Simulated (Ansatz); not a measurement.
`F/C=C(\F)Br`. The species carries charge 0 and has multiplicity 1. The geometry is a stationary point of PBE0-D4/def2-TZVP.

```xyz
6

F    -1.306    0.038   -1.300
C    -0.673    0.254   -0.151
C     0.540   -0.231    0.060
F     1.188   -0.945   -0.839
Br    1.466    0.044    1.654
H    -1.216    0.840    0.576
```

(1) What is the dipole moment at B3LYP/def2-TZVPP? (Estimate.)

(2) And with PBE, r2SCAN, ωB97M-V? (Estimate.)

(3) Give the Mulliken charges with B3LYP, r2SCAN, ωB97M-V in def2-TZVPP. (Best estimate.)

Results:

(1) The calculation gave: 1.53 D, with components (-0.41, 0.76, 1.26) D in this frame, pointing from negative to positive charge.

(2) Ansatz gave: PBE 1.31 D, r2SCAN 1.37 D, ωB97M-V 1.52 D.

(3) The calculation gave: 
| atom | B3LYP | r2SCAN | ωB97M-V |
| --- | --- | --- | --- |
| F1 | -0.18 | -0.18 | -0.18 |
| C2 | 0.07 | 0.08 | 0.08 |
| C3 | 0.16 | 0.16 | 0.12 |
| F4 | -0.16 | -0.15 | -0.15 |
| Br5 | -0.01 | -0.02 | 0.01 |
| H6 | 0.13 | 0.11 | 0.12 |

B3LYP here is the variant with VWN-RPA as its local correlation; programs differ in this.
